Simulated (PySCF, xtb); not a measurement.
Ge(F)2(Br)(NH2) (BrF₂GeH₂N), SMILES [NH2][Ge]([F])([F])[Br]. Other conformers were not sampled.

Harmonic wavenumbers (cm⁻¹) from xtb with GFN2-xTB at its own minimum, in rising order: 12, 122, 133, 174, 176, 186, 289, 459, 480, 503, 670, 764, 1434, 3431, 3463.

Question: What does PBE-D3(BJ)/def2-SVP (PySCF) give at its own minimum? (The exact figures need the calculation; the answer reports its results.)

Answer: 48, 137, 163, 221, 225, 231, 319, 553, 682, 729, 734, 888, 1490, 3440, 3540. Paired by order, the mean absolute difference is 74 cm⁻¹ and the zero-point energies are 17.6 and 19.2 kcal/mol.
